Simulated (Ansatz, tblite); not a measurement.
Removing and adding an electron: (H2Al-mu-Br)2 (Al₂H₄Br₂). Charge 0, multiplicity 1. Geometry: PBE0-D4/def2-SVP. Ansatz, gas phase; energy differences of separate SCF runs; the oxidised species was run as a doublet alone; the reduced species was run as a doublet alone.

Cartesian coordinates in Å:
```
Al -0.972 0.996 0.994
H -2.525 0.730 0.932
H -0.209 2.069 1.862
Br 0.151 -1.182 1.332
Al 0.971 -0.996 -0.994
H 0.204 -2.068 -1.860
H 2.526 -0.733 -0.935
Br -0.147 1.184 -1.330
```

The xTB rows come from tblite.

(1) Estimate orbital energies and vertical ionisation energies and electron affinities at: GFN1-xTB; GFN2-xTB; PBE-D4/def2-TZVP; PBE-D4/def2-TZVPD; r2SCAN-D4/def2-TZVP; r2SCAN-D4/def2-TZVPD; PBE0-D4/def2-TZVP; PBE0-D4/def2-TZVPD.

Results:

(1) 
```json
{"level": "GFN1-xTB", "−HOMO (eV)": "11.87", "vertical IE (eV)": "14.47", "−LUMO (eV)": "6.27", "vertical EA (eV)": "3.62", "HOMO–LUMO gap (eV)": "5.61", "IE − EA (eV)": "10.86", "remarks": "–"}
{"level": "GFN2-xTB", "−HOMO (eV)": "11.79", "vertical IE (eV)": "14.25", "−LUMO (eV)": "6.05", "vertical EA (eV)": "3.24", "HOMO–LUMO gap (eV)": "5.74", "IE − EA (eV)": "11.02", "remarks": "–"}
{"level": "PBE-D4/def2-TZVP", "−HOMO (eV)": "6.99", "vertical IE (eV)": "9.44", "−LUMO (eV)": "1.80", "vertical EA (eV)": "–", "HOMO–LUMO gap (eV)": "5.19", "IE − EA (eV)": "–", "remarks": "–"}
{"level": "PBE-D4/def2-TZVPD", "−HOMO (eV)": "7.00", "vertical IE (eV)": "–", "−LUMO (eV)": "1.86", "vertical EA (eV)": "0.12", "HOMO–LUMO gap (eV)": "5.14", "IE − EA (eV)": "–", "remarks": "HOMO above zero (-1 doublet)"}
{"level": "r2SCAN-D4/def2-TZVP", "−HOMO (eV)": "7.32", "vertical IE (eV)": "9.69", "−LUMO (eV)": "1.41", "vertical EA (eV)": "–", "HOMO–LUMO gap (eV)": "5.91", "IE − EA (eV)": "–", "remarks": "–"}
{"level": "r2SCAN-D4/def2-TZVPD", "−HOMO (eV)": "7.32", "vertical IE (eV)": "–", "−LUMO (eV)": "1.44", "vertical EA (eV)": "-0.05", "HOMO–LUMO gap (eV)": "5.87", "IE − EA (eV)": "–", "remarks": "HOMO above zero (-1 doublet)"}
{"level": "PBE0-D4/def2-TZVP", "−HOMO (eV)": "8.24", "vertical IE (eV)": "10.01", "−LUMO (eV)": "1.03", "vertical EA (eV)": "–", "HOMO–LUMO gap (eV)": "7.21", "IE − EA (eV)": "–", "remarks": "–"}
{"level": "PBE0-D4/def2-TZVPD", "−HOMO (eV)": "8.24", "vertical IE (eV)": "–", "−LUMO (eV)": "1.12", "vertical EA (eV)": "-0.07", "HOMO–LUMO gap (eV)": "7.12", "IE − EA (eV)": "–", "remarks": "HOMO above zero (-1 doublet)"}
```

   A HOMO above zero means that the electron is unbound at that level or that self-interaction error raises the level; the energy of removing that electron tells which. Raw xTB energy differences between charge states are shifted by several eV; the methods need an empirical correction for them. A negative affinity means that the extra electron isn't bound; its size then hangs on the basis.
